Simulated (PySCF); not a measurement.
What the settings do

Molecule: `InChI=1S/C5H9FO/c6-4-5-2-1-3-7-5/h5H,1-4H2/t5-/m1/s1`; geometry GFN2-xTB.

Bonds (- single, = double, # triple, : aromatic): F1-C2, C2-C3, C3-C4, C4-C5, C5-C6, C6-O7, O7-C3. C2 carries H8, H9; C3 carries H10; C4 carries H11, H12; C5 carries H13, H14; C6 carries H15, H16. Stereochemistry as in FC[C@H]1CCCO1. H11, H14, H16 are cis to C2 on the ring; H8 is pro-R; H9 is pro-S; H12, H13, H15 are trans to C2 on the ring.

All runs: PySCF 2.14, non-relativistic, gas phase unless a solvent (IEF-PCM) is named; grid level 2, GIAOs and SCF threshold 1e-9 unless changed. The yardstick, PBE0/pcSseg-1, gives these isotropic shieldings σ (ppm, equivalent atoms averaged): C3 104.8, C6 113.6, C4 160.1, H8 26.61, H16 27.89, H13 29.87, H14 29.89.

Q: What do these inputs give? (1) PBE0/pcSseg-1; grid level 0; max_cycle 73; (2) LDA/ANO-RCC-VDZP; (3) WP04/IGLO-II

A: 
```
run    outcome  functions  wall time     C3     C6     C4     H8    H16    H13    H14
  1  converged        164      9.2 s  105.0  113.9  160.3  26.59  27.87  29.84  29.87
  2  converged        143       78 s  101.1  112.8  162.0  26.25  27.17  29.36  29.18
  3  converged        208       27 s   92.9  103.4  148.8  27.71  28.67  30.67  30.69
```

Times are on 1 thread of an Arm Neoverse V1, shared host.

Q: Comment on the technical settings and failures.

A: 
- Run 1: Grid level 0 is coarse; it adds numerical noise and can break the equality of equivalent atoms. The cycle limit changes the path of the SCF (10 cycles), not the solution, provided the same state is reached.

Run 1 was set up unsoundly or failed; its numbers aren't to be quoted as properties of the molecule.
